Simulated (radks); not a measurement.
V9+, 14 electrons, occupied as [Ne] 3s2 3p2. Method: non-relativistic Kohn-Sham, TPSS, spin-polarised, spherical densities, point nucleus; open shells are filled with parallel spins first; meta-GGA in the generalised Kohn-Sham scheme; computed with a radial shooting solver on a logarithmic mesh with Libxc functionals.

X-ray form factor f0, the Fourier transform of the density (f0(0) = 14):

| sin(theta)/lambda (1/angstrom) | f0 (electrons) |
|---|---|
| 0.05 | 13.925 |
| 0.1 | 13.707 |
| 0.15 | 13.359 |
| 0.2 | 12.903 |
| 0.25 | 12.367 |
| 0.3 | 11.780 |
| 0.4 | 10.561 |
| 0.5 | 9.419 |
| 0.6 | 8.444 |
| 0.8 | 7.001 |
| 1 | 5.963 |
| 1.25 | 4.854 |
| 1.5 | 3.868 |
| 2 | 2.447 |
